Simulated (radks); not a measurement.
Effect of the nuclear size on the tantalum ion Ta8+, [Kr] 4d10 4f13 5s2 5p4. All-electron calculation, Dirac Kohn-Sham, exchange-only LDA, spin-unpolarised, spherical densities, finite nucleus; open shells fill j = l - 1/2 first; Fermi nuclear charge, rms radius 5.3507 fm. Program: a radial shooting solver on a logarithmic mesh with Libxc functionals. The rms radius is varied about that value; shifts are against it.

| rms radius (fm) | total energy shift (eV) | density at nucleus (e/bohr^3) | 1s1/2 shift (meV) | 2s1/2 shift (meV) | 4p1/2 shift (meV) | 5s1/2 shift (meV) | 5p1/2 shift (meV) | 5p3/2 shift (meV) | 6s1/2 (empty) shift (meV) |
|---|---|---|---|---|---|---|---|---|---|
| 4.5534 | -14.8 | 1.38e+06 | -6010 | -839 | 0.106 | -8.65 | 0.299 | 0.737 | -2.54 |
| 4.9012 | -8.54 | 1.347e+06 | -3470 | -484 | 0.060 | -4.99 | 0.172 | 0.425 | -1.47 |
| 5.3507 | 0 | 1.307e+06 | 0.000 | 0.000 | 0.000 | 0.000 | 0.000 | 0.000 | 0.000 |
| 5.7574 | 8.15 | 1.276e+06 | 3310 | 462 | -0.055 | 4.77 | -0.164 | -0.406 | 1.40 |
| 5.9874 | 12.9 | 1.259e+06 | 5250 | 733 | -0.087 | 7.56 | -0.260 | -0.644 | 2.22 |

Slopes of the eigenvalues against <r^2> in GHz/fm^2, as finite differences over the two radii next to the reference (eigenvalue slopes, not the field-shift constants of lines): 1s1/2 180000, 2s1/2 25100, 4p1/2 -3.07, 5s1/2 259, 5p1/2 -8.91, 5p3/2 -22.0, 6s1/2 (empty) 75.9.
